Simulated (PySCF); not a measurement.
Si(AsH2)(OH)3 (AsH5O3Si), SMILES O[Si](O)(O)[AsH2].

Geometry optimised at PBE-D3(BJ)/def2-SVP. This is a generated structure with no PubChem entry under its InChIKey; it may be hypothetical. The values are those of a single conformer.

The numbers are results of PBE-D3(BJ)/def2-SVP in PySCF, not measurements.

Frequencies are harmonic and unscaled.

Computed normal modes with their intensities:
```tsv
mode	ν (cm⁻¹)	IR (km/mol)	moving atoms (share of kinetic energy)
1	91	1.9	H 92 %
2	116	38.4	O 65 %, H 23 %
3	146	5.4	O 65 %, H 14 %, Si 11 %, As 9 %
4	210	37.8	H 63 %, O 25 %, As 8 %
5	211	50.5	H 63 %, O 22 %, Si 13 %
6	226	17.7	O 39 %, As 30 %, H 29 %
7	261	43.6	H 77 %, O 17 %
8	295	34.4	O 67 %, H 20 %, Si 12 %
9	352	79.9	H 47 %, O 46 %
10	419	110.7	Si 50 %, O 30 %, H 13 %
11	576	13.5	H 92 %
12	627	10.5	H 94 %
13	753	139.2	O 70 %, H 20 %, Si 10 %
14	787	152.9	H 74 %, O 24 %
15	801	193.2	H 67 %, O 30 %
16	843	140.7	H 55 %, O 24 %, Si 21 %
17	914	131.0	Si 40 %, O 33 %, H 26 %
18	941	90.5	Si 41 %, O 32 %, H 27 %
19	956	62.8	H 88 %
20	2113	77.9	H 99 %
21	2130	89.4	H 99 %
22	3734	64.3	H 94 %
23	3759	83.9	H 94 %
24	3764	58.6	H 94 %
```
